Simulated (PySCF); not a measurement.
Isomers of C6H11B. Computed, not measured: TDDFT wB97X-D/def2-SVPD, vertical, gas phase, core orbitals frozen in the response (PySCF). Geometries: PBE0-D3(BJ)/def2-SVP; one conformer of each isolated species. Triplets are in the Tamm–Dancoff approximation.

Question: Rank by computed lowest singlet excitation energy, highest first.
A. `B/C(=C\C)C(=C)C`
B. `C=CBC1CCC1`
C. `C=CB1CCCC1`
D. `B[C@@H]1C[C@@H]1C1CC1`
E. `CC#CCB(C)C`
F. `[C@]12(B)[C@H](CC1)CC2`

Answer: F (6.42 eV), E (5.89 eV), D (5.66 eV), C (5.35 eV), B (5.18 eV), A (4.41 eV).

```
               SMILES  S1 (eV)  α (au)  f (S1)  gap (eV)  T1 (eV)  LUMO (eV)    S1 mainly
   B[C@]12CC[C@H]1CC2     6.42    79.4   0.095     10.80     5.58       1.90    H→L (69%)
           CC#CCB(C)C     5.89    87.4   0.000     10.30     5.45       1.62    H→L (87%)
B[C@@H]1C[C@@H]1C1CC1     5.66    82.3   0.010     10.10     5.20       0.79    H→L (73%)
           C=CB1CCCC1     5.35    83.9   0.000     10.30     3.89       0.41  H-1→L (51%)
           C=CBC1CCC1     5.18    86.6   0.005      9.91     3.82       0.13    H→L (85%)
      B/C(=C\C)C(=C)C     4.41    93.1   0.107      8.30     2.90      -0.05    H→L (94%)
```

H and L stand for HOMO and LUMO.

Mean S1 by what the SMILES shows (count): single bonds only 6.04 eV (2); a double or triple bond but no aromatic ring 5.21 eV (4).

- `B[C@]12CC[C@H]1CC2`: Löwdin shares by element: HOMO carbon 52% or more, boron 15% (atoms not listed hold the other 32%); LUMO boron 47%, hydrogen 14% or more, carbon 6% or more (atoms not listed hold the other 33%).
- `CC#CCB(C)C`: Löwdin shares by element: HOMO carbon 83% or more (atoms not listed hold the other 17%); LUMO boron 42%, carbon 37% or more (atoms not listed hold the other 21%).
- `B[C@@H]1C[C@@H]1C1CC1`: Löwdin shares by element: HOMO carbon 62% or more (atoms not listed hold the other 38%); LUMO boron 49%, hydrogen 20% or more, carbon 12% or more (atoms not listed hold the other 19%).
- `C=CB1CCCC1`: Löwdin shares by element: HOMO carbon 56% or more, boron 14% (atoms not listed hold the other 30%); LUMO carbon 55% or more, boron 24% (atoms not listed hold the other 20%).
- `C=CBC1CCC1`: Löwdin shares by element: HOMO carbon 46% or more, boron 18% (atoms not listed hold the other 36%); LUMO carbon 54% or more, boron 28% (atoms not listed hold the other 18%).
- `B/C(=C\C)C(=C)C`: Löwdin shares by element: HOMO carbon 80% or more (atoms not listed hold the other 20%); LUMO carbon 41% or more, boron 33%, hydrogen 5% or more (atoms not listed hold the other 20%).

Without π bonds the low states are Rydberg-like; a valence basis with one diffuse set may place them up to an eV too high.
